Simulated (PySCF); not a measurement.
Compound: C3H8GeN2.
SMILES: `[NH2][GeH]([NH2])[C]#CC`

Vertical excitations from PySCF (density fitting, frozen core in the response, grid level 2 and gas phase unless stated; continuum runs use non-equilibrium linear response for the excitations) on a GFN2-xTB geometry. Reference run:

| settings | S1, eV (f) | S2, eV (f) | S3, eV (f) | S4, eV (f) | S5, eV (f) | S6, eV (f) | T1, eV (Tamm–Dancoff) | mean α (au) |
| --- | --- | --- | --- | --- | --- | --- | --- | --- |
| PBE0/def2-SVPD, full TDDFT, 6 singlets | 6.06 (0.001) | 6.25 (0.044) | 6.30 (0.022) | 6.32 (0.010) | 6.54 (0.032) | 6.61 (0.028) | 5.04 | 82.3 |

Problem. What do these settings give: (1) HSE06/def2-SVPD, TDA, 25 singlets; (2) PW91/Sadlej pVTZ, TDA, 6 singlets; (3) WP04/6-311G**, full TDDFT, 6 singlets?

Solution. 
```
                             settings    S1, eV (f)    S2, eV (f)    S3, eV (f)    S4, eV (f)    S5, eV (f)    S6, eV (f)  T1, eV (Tamm–Dancoff)  mean α (au)
    HSE06/def2-SVPD, TDA, 25 singlets  6.05 (0.002)  6.24 (0.037)  6.28 (0.026)  6.29 (0.014)  6.50 (0.027)  6.58 (0.039)                   5.02         82.7
    PW91/Sadlej pVTZ, TDA, 6 singlets  5.07 (0.006)  5.17 (0.025)  5.21 (0.017)  5.29 (0.046)  5.36 (0.018)  5.47 (0.003)                      –         89.8
WP04/6-311G**, full TDDFT, 6 singlets  6.08 (0.015)  6.15 (0.014)  6.20 (0.014)  6.30 (0.013)  6.50 (0.018)  6.54 (0.022)                   5.03         69.7
```

(1) S1 moves by -0.01 eV; functional and response scheme change together, so the shift can't be laid on one. (2) S1 moves by -0.99 eV; functional, basis and response scheme change together, so the shift can't be laid on one. (3) S1 moves by +0.02 eV; functional and basis change together, so the shift can't be laid on one. States are counted by energy in each run and needn't keep their character from row to row.

All basis functions are spherical, in the Pople sets too. WP04 was designed for NMR shieldings or shifts; total energies of different functionals aren't comparable.

Problem. Which orbital pairs make up S1 in each run, and how does it sit against the orbital gap?

Solution. 
| settings | S1 configurations (weight) | S1 (eV) | orbital gap (eV) | S1 − gap (eV) |
| --- | --- | --- | --- | --- |
| PBE0/def2-SVPD, full TDDFT, 6 singlets | H−2→L 0.68, H→L 0.14 | 6.06 | 7.50 | -1.44 |
| HSE06/def2-SVPD, TDA, 25 singlets | H−2→L 0.69, H→L 0.15 | 6.05 | 6.72 | -0.67 |
| PW91/Sadlej pVTZ, TDA, 6 singlets | H→L+1 0.59, H→L 0.38 | 5.07 | 5.02 | +0.05 |
| WP04/6-311G**, full TDDFT, 6 singlets | H−2→L 0.47, H→L 0.42 | 6.08 | 6.62 | -0.54 |

 Relativistic effects, spin–orbit coupling among them, are left out although an element past zinc is present.

Shape of the structure used: `[CH3:1][C:2]#[C:3][GeH:4]([NH2:5])[NH2:6]`: H–N5–Ge4–C3 -55°, H–N5–Ge4–C3 175°, H–N6–Ge4–C3 -67°, H–N6–Ge4–C3 61°.

One conformer stands for the species.
